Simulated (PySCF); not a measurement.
A structure optimised at B3LYP-D3(BJ)/def2-SVP, used in a PySCF frequency run:

```xyz
7

Ga    -0.2657    -0.4590    -0.1695
H     -1.3712    -0.9643    -1.1561
Cl     0.0604     1.6957    -0.2389
C      0.8748    -1.4514     1.0863
H      1.1276    -0.8239     1.9534
H      1.8141    -1.7202     0.5743
H      0.3913    -2.3796     1.4260
```
Charge 0, spin multiplicity 1.

Q: Write its SMILES and formula.

A: [CH3][GaH][Cl], CH4ClGa

Q: What are its rotational constants (standard atomic weights)?

A: 13.447, 3.1111, 2.5674 GHz
